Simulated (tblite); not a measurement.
Compound: C7H9OPSi.
Structure used (GFN2-xTB), in Å, numbered top down from 1:
```
atom  x, y, z in Å
C1     2.688   -0.619    0.603
C2     1.243   -0.840    0.250
O3     0.812   -1.972    0.105
C4     0.344    0.312    0.083
C5     0.806    1.615    0.234
P6    -0.148    3.048    0.078
C7    -1.686    2.329   -0.294
C8    -1.930    0.978   -0.406
C9    -0.980   -0.021   -0.231
Si10  -1.469   -1.845   -0.411
H11    2.768   -0.067    1.537
H12    3.183   -0.049   -0.181
H13    3.181   -1.582    0.711
H14    1.849    1.775    0.472
H15   -2.511    3.015   -0.449
H16   -2.938    0.664   -0.645
H17   -2.913   -1.729   -0.734
H18   -0.876   -2.456   -1.597
H19   -1.435   -2.545    0.869
```

Level: GFN2-xTB in tblite, geometry and Hessian alike; calculated harmonic values, unscaled, isolated species. The method is semi-empirical: single wavenumbers can be off by several per cent or more. Modes of hydrogen on silicon can be 10 to 20 % off. One conformer, not necessarily the lowest.

Harmonic wavenumbers (cm⁻¹): 62.5, 84.7, 133.1, 178.6, 187.0, 252.5, 288.8, 334.8, 340.5, 377.9, 380.7, 429.7, 518.7, 550.1, 580.1, 587.9, 601.5, 666.8, 686.7, 727.6, 761.9, 822.9, 835.4, 881.3, 920.0, 922.3, 923.5, 974.2, 989.1, 1008.6, 1133.7, 1173.1, 1234.3, 1273.6, 1342.6, 1365.5, 1378.2, 1454.1, 1459.2, 1460.5, 1536.5, 1671.2, 2084.8, 2271.2, 2292.7, 3021.6, 3027.3, 3031.7, 3047.4, 3050.0, 3052.1.

A = 1462, B = 852.6, C = 544.1 MHz; mass 168.016 u (most abundant isotopes); point group Cs, symmetry number 1.

Q: Zero-point energy?

A: ½Σν̃ = 29185 cm⁻¹ = 83.44 kcal/mol.

Q: Entropy at 350 K, 1 bar (ideal gas, RRHO, classical rotation)?

A: Translation 42.09, rotation 31.02, vibration 35.59: S = 108.7 cal/(mol K).

Q: And Cp and H(350 K) − H(0)?

A: Cp = 49.01 cal/(mol K), of which vibrations give 41.06 (their classical limit is 51 R = 101.3); H(350 K) − H(0) = 9.75 kcal/mol without the zero-point energy, 6.97 from vibrations.

Q: How do the functions run with temperature in this model?

A: 
```csv
T (K),S (cal/(mol K)),Cp (cal/(mol K)),H − H(0) (kcal/mol),G − H(0) (kcal/mol),ln q(vib)
50,59.7,12.1,0.47,-2.51,0.31
100,70.0,18.3,1.23,-5.77,1.25
298.15,101.3,43.2,7.36,-22.85,6.41
373.15,111.9,51.4,10.91,-30.85,8.55
500,128.6,62.7,18.18,-46.12,12.20
750,157.1,77.5,35.87,-81.94,19.14
1000,180.7,86.7,56.48,-124.25,25.54
```

q(vib) and H(0) count from the zero-point level.

Q: Which modes carry the vibrational entropy at 350 K?

A: 62.5 cm⁻¹: 4.69; 84.7 cm⁻¹: 4.09; 133.1 cm⁻¹: 3.21; 178.6 cm⁻¹: 2.65; 187.0 cm⁻¹: 2.56; 252.5 cm⁻¹: 2.00 cal/(mol K); the other 45 give 16.39 together.

Q: What must be added to the electronic energy to get the Gibbs energy at 350 K and 1 bar?

A: ZPE + [H(350 K) − H(0)] − T·S = 83.44 + 9.75 − 38.04 = 55.15 kcal/mol.

Q: Blend soft modes into free rotors: weight 1/[1 + (100 cm⁻¹/ν̃)⁴] for the oscillator and the rest for a rotor with moment μB/(μ + B), μ = h/(8π²ν), B = 10⁻⁴⁴ kg m². What vibrational entropy results?

A: 33.81 cal/(mol K) in place of 35.59, which changes −T·S at 350 K by +0.62 kcal/mol.

Hindered rotation and anharmonicity are outside this model. Other conformers, if any are populated, would add a mixing term that is left out.
